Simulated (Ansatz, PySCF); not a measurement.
silolane (C₄H₁₀Si), SMILES C1CC[SiH2]C1.

The structure is a stationary point at B3LYP-D3(BJ)/def2-SVP. Other conformers were not sampled.

Vertical ionisation energy (IE) and electron affinity (EA) in eV. Rows of orbital energies are one-electron estimates. Where ΔSCF, EOM or ADC give a negative EA the extra electron is unbound and the value depends on the basis.

```
level                                                                   IE     EA
-------------------------------------------------------------------  -----  -----
−ε(HOMO), −ε(LUMO), ωB97X/def2-TZVP (PySCF)                          10.40  -2.78
−ε(HOMO), −ε(LUMO), PBE/def2-TZVP (PySCF)                             6.81  -0.04
ΔSCF, PBE0/def2-SVPD (Ansatz), final states of multiplicity 2 and 2  10.04  -1.66
ΔSCF, PBE/def2-SVPD (Ansatz), final states of multiplicity 2 and 2    9.76  -1.46
```

Question: What vertical singlet–triplet gap does ΔSCF give with PBE0/def2-SVPD (Ansatz, an electronic-structure program) and with PBE/def2-SVPD (Ansatz)? (The exact figures need the calculation; the answer reports its results.)

Answer: 7.18 and 6.76 eV (triplet above singlet where positive).
